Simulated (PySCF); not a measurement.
C3H12OSi2.

```xyz
18

C     -2.9494     0.6004    -0.3915
Si    -1.9084    -0.9171    -0.7786
C     -0.2971    -0.8409     0.2304
O      0.3363     0.3990    -0.0690
Si     1.7277     0.9332     0.6956
C      3.1956    -0.1735     0.3149
H     -2.3464     1.5054    -0.5646
H     -3.8498     0.6523    -1.0232
H     -3.2684     0.5985     0.6633
H     -1.5640    -0.9627    -2.2305
H     -2.6305    -2.1794    -0.4251
H     -0.5258    -0.9214     1.3131
H      0.3580    -1.7003    -0.0145
H      1.9565     2.3117     0.1869
H      1.4983     0.9682     2.1750
H      4.1086     0.2192     0.7926
H      3.3731    -0.2280    -0.7711
H      3.0359    -1.1976     0.6892
```
Charge 0, spin multiplicity 1.

Coordinates come from a B3LYP-D3(BJ)/def2-SVP optimisation. Other conformers were not sampled.

The numbers are results of PBE/pcSseg-1 in PySCF, not measurements. Non-relativistic, no solvent.

Task: Give the absolute GIAO shielding of each atom: isotropic value and principal components (ppm). (Estimate from the structure and the level; the computed values follow.)

Result: 
```tsv
atom	σ(iso)	σ11	σ22	σ33	span
C1	190.0	182.4	189.4	198.1	15.8
Si2	375.9	333.3	377.1	417.2	83.9
C3	122.1	90.7	99.1	176.6	85.8
O4	314.1	256.9	325.9	359.6	102.7
Si5	338.0	277.1	320.2	416.7	139.7
C6	184.0	171.6	186.3	194.1	22.5
H7	30.4	25.3	29.7	36.3	11.0
H8	31.0	26.6	27.7	38.8	12.3
H9	31.1	27.0	28.5	37.9	10.9
H10	27.0	23.5	25.6	31.8	8.3
H11	27.1	23.9	25.2	32.1	8.2
H12	27.7	23.5	27.2	32.5	9.0
H13	27.3	22.2	28.1	31.8	9.6
H14	26.2	22.3	25.2	31.1	8.8
H15	26.1	22.3	25.4	30.7	8.4
H16	31.4	27.6	27.9	38.6	11.0
H17	30.9	26.9	28.6	37.1	10.2
H18	30.5	26.1	29.5	35.7	9.6
```
